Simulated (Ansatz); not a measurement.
Calculated with Ansatz (gas phase, PBE0-D4/def2-TZVP geometries, no zero-point term in ΔE). CCSD(T)/CBS is the MP2 limit (def2-TZVPP, def2-QZVPP) plus CCSD(T) − MP2 in def2-TZVPP, frozen cores. This one scheme is used for every species, atoms too. DFT in def2-TZVPP. Open shells (•) are unrestricted, without spin–orbit coupling. Spin–orbit coupling would lower the free atoms: a little for B, C, Si.

`CC1([SiH3])BC1` → B• + 3 C• + 9 H• + Si•  (atomization)

```
          level  ΔE (kJ/mol)
         B2PLYP       5119.2
           PBE0       5178.0
CCSD/def2-TZVPP       4984.5
  HF/def2-QZVPP       3947.8
```

Question: What does CCSD(T)/CBS give? (Estimate.)

Answer: The calculation gave: +5156.5 kJ/mol. The listed levels differ from it by -37.3, 21.5, -172.0, -1208.7 kJ/mol.

Largest T1 diagnostic among the species: 0.014.

From PBE to PBE0 (25 % exact exchange), in def2-TZVPP and without D4, ΔE moves by −37.5 kJ/mol: exact exchange takes away binding that semilocal exchange gives to molecules. In def2-TZVPP, CCSD(T) changes the Hartree–Fock value by +1101.8 kJ/mol (the triples alone add +59.8 kJ/mol) and MP2 by +1154.1 kJ/mol; breaking electron pairs costs correlation energy, which Hartree–Fock lacks.

For atomizations the MP2-based limit and the directly extrapolated one differ by several kJ/mol either way, and by 10 to 25 for some Ge, Se and Sn compounds, so smaller differences from it don't rank the levels.
